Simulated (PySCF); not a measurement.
# Relaxation of quartet Pb₃N

Method: PySCF, UB3LYP, basis N def2-SVP, Pb def2-SVP with ECP60 (scalar-relativistic core potentials, no spin–orbit coupling, density fitting). A (50,194) grid was used.

A hand-made trigonal pyramidal start, of C3v symmetry, held to at least that symmetry:

Coordinates in bohr (charge 0 multiplicity 4):
```
N     0.0000    0.0000   -1.8656
Pb    3.5873    0.0000    0.0419
Pb   -1.7937    3.1067    0.0419
Pb   -1.7937   -3.1067    0.0419
```

Task: What does it relax to?

Result: It ends at C3v with N–Pb 2.257 Å (×3), Pb–Pb 3.282 Å (×3); N–Pb–Pb 43.4° (×6), Pb–N–Pb 93.3° (×3), Pb–Pb–Pb 60.0° (×3). A frequency run shows a minimum. Other isomers or separated fragments may lie lower.

Task: How much energy is released, and in how many steps?

Result: 21.2 kJ/mol in 6 steps.

At this level a doublet minimum of C2v symmetry lies 56 kJ/mol below this structure. No spin–orbit coupling is included, which matters more the heavier the element.
